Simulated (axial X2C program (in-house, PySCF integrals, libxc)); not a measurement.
## TeH⁻: from Re and ωe to a spectrum

A bond curve at the CCSD level, with spin–orbit coupling, was computed with an axial X2C code built on PySCF integrals (basis Te dyall-acv3z [12s13p9d5f1g], H dyall-av3z [7s3p2d] (cores contracted in-house)) for the state Ω = 0 (closed shell). Its fit gives Re = 1.6738 Å, ωe = 2050.9 cm⁻¹, ωexe = 39.8 cm⁻¹ and αe = 1.728e-01 cm⁻¹; the masses are 129.9062 and 1.0078 u. Two-component means X2C with spin–orbit coupling and atomic mean-field Coulomb and Gaunt terms.

Correlated methods: 8 electrons correlated (number of frozen shells: Te 4 s, 3 p, 2 d; H none), 228 virtual spin orbitals or spinors in MP2, 90 natural virtuals in coupled cluster.

**Question.** Find the reduced mass, Be and the force constant.

**Answer.** From the CCSD values: μ = 1.0000 u. Be = 16.8576/(μ Re²) = 6.017 cm⁻¹. k = 5.8918×10⁻⁷ μ ωe² = 2.48 mdyn/Å.

**Question.** Estimate the centrifugal constant by the Kratzer relation.

**Answer.** D = 4Be³/ωe² = 2.07e-04 cm⁻¹.

**Question.** Scale the constants to the deuteride (D 2.0141 u) within the Born–Oppenheimer picture.

**Answer.** ρ = √(μH/μD) = 0.7101; ωe = 1456.3, ωexe = 20.1, Be = 3.034 cm⁻¹; the zero-point energy falls by 292 cm⁻¹.

**Question.** Where do the fundamental and the first overtone lie?

**Answer.** ν(1←0) = ωe − 2ωexe = 1971.3 cm⁻¹; ν(2←0) = 2ωe − 6ωexe = 3863.0 cm⁻¹.

**Question.** Estimate De from a Morse curve and compare with the computed well depth of 2.971 eV to Te- + H.

**Answer.** De(Morse) = ωe²/(4ωexe) = 3.276 eV against 2.971 eV computed, a ratio of 1.10. For De the Morse form works well here.

The state is one determinant whose occupation by symmetry is held fixed; it was picked as the lowest of a PBE0 search that is not exhaustive. Dissociation energies refer to the lowest single-determinant-based atoms at the same level and basis. CCSD ran in a truncated set of natural virtual spinors with an MP2 remainder; without triples it tends to underbind. With the outer-core shells frozen, correlated bond lengths of heavy atoms tend to come out a few hundredths of an ångström too long.
